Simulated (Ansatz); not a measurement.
Cost and result up the ladder for the cluster In₂O₄H₂ (8 atoms). Charge 0, multiplicity 1. Geometry: B3LYP-D4/def2-SVP.

```xyz
8

In    0.932    0.523    0.248
In   -1.926   -0.989   -0.588
O    -0.615   -0.336    1.497
O    -0.059   -1.668    1.307
O     0.491   -1.578   -0.037
O    -0.561    0.916   -1.148
H     2.327    1.472    0.485
H    -0.589    1.659   -1.764
```

Ansatz on 4 threads of Intel Xeon on a shared host. Times are rough, and most runs start from the orbitals of an earlier one. ωB97M-V/def2-TZVP serves as the yardstick here, not as an exact answer. Differences are given only for rows in sets of like size (and for xTB, whose basis is part of the method), since another set adds its own error. Binding counts from free atoms at the same level (In doublet, O triplet, H doublet; other spins of the atoms weren't run), without zero-point energy or a counterpoise term.

In the def2 sets In takes a core potential; there is no spin–orbit coupling. LC-ωPBE has ω = 0.4 bohr⁻¹. Correlated methods freeze 12 core orbitals; core or outer-core shells of In are correlated, in sets that lack core-valence functions. The rows differ in basis, and correlated rows in double-zeta sets carry the largest basis error. The structure holds 2 bond(s) between oxygen atoms. Another isomer (singlet) lies 3.64 eV lower at PBE0-D4/def2-TZVP; other spin states weren't run for this one.

Correlated methods converge slowly with the basis, most of all in double-zeta sets.

```tsv
level	functions	binding energy per atom (eV)	difference from ωB97M-V/def2-TZVP (eV)
CCSD(T)/def2-SVP	118	2.55	–
r2SCAN-D4/def2-TZVP	236	2.86	0.04
PBE-D4/def2-TZVP (with forces)	236	3.00	0.17
LC-ωPBE/def2-TZVP	236	2.80	-0.03
PBE0-D4/def2-TZVP	236	2.75	-0.08
ωB97M-V/def2-TZVP	236	2.83	0.00
```

Q: Estimate how long each takes.

A: PBE-D4/def2-TZVP (with forces) 8.5 s; LC-ωPBE/def2-TZVP 9 s; r2SCAN-D4/def2-TZVP 11 s; PBE0-D4/def2-TZVP 13 s; ωB97M-V/def2-TZVP 23 s; CCSD(T)/def2-SVP 34 s. On shared hardware such times vary by a factor of up to 3.
